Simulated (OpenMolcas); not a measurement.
Computed levels of 4d7 in ions with 43 electrons, in cm-1 above 4F 9/2.

| Quantity | Value |
| --- | --- |
| Program | OpenMolcas |
| Method | SS-CASPT2, IPEA 0.25 Eh, imaginary shift 0.1 Eh |
| Basis | ANO-R3 |
| Scalar Hamiltonian | X2C, finite nucleus |
| Spin-orbit coupling | state interaction with AMFI integrals over the reference wave functions, term energies averaged over their components |

Active space for each ion: 7 electrons in 5 orbitals (4d); closed shells correlated by CASPT2: 4s 4p.

```
  Level    Ru+   Rh2+   Ag4+
 4F 7/2   1563   2140   3570
 4F 5/2   2580   3480   5650
 4F 3/2   3220   4340   6940
 4P 5/2   9550  11720  15140
 4P 3/2   9740  11830  14890
 4P 1/2  10680  13210  17460
 2G 9/2  10890  13210  16870
 2G 7/2  12430  15320  20360
2H 11/2  14630  17630  22490
```

Estimate 4F 3/2, 4P 5/2, 4P 3/2 for Pd3+ from its neighbours Rh2+ and Ag4+.

4F 3/2 is fine structure, which grows about as the fourth power of a screened charge, so the fourth roots are averaged: ((4340^0.25 + 6940^0.25) / 2)^4 = 5526. The calculation gives 5530, so the estimate is off by -0.1 %.
4P 5/2 is another term, which grows about linearly with the charge: (11720 + 15140) / 2 = 13430. The calculation gives 13450, so the estimate is off by -0.1 %.
4P 3/2 is another term, which grows about linearly with the charge: (11830 + 14890) / 2 = 13360. The calculation gives 13390, so the estimate is off by -0.2 %.

Mixed levels, with the weight of the term that names them: Ag4+ 4P 3/2 (72 %).

CASPT2 breaks the degeneracy within a term, and the mean is taken; among the terms shown or strongly mixed into the levels shown the widest spread is 770 cm-1 (4d7 2H, Pd3+). The CASPT2 spread within a term exceeds the gap to the next term for 4d7 2P and 4d7 2H, so the order of their levels is uncertain. Configurations with an s electron lie low at this charge and mix in, so terms can be misplaced (holds for Ru+). Some terms miss by over 15 % even with CASPT2, which points to a basis or an active space too small for the shells correlated (holds for Ru+). Levels of configurations with an s electron are missing; early in the row they begin among the upper levels of the d shell and mix with terms of their name (holds for Rh2+). Only configurations of the active space appear.
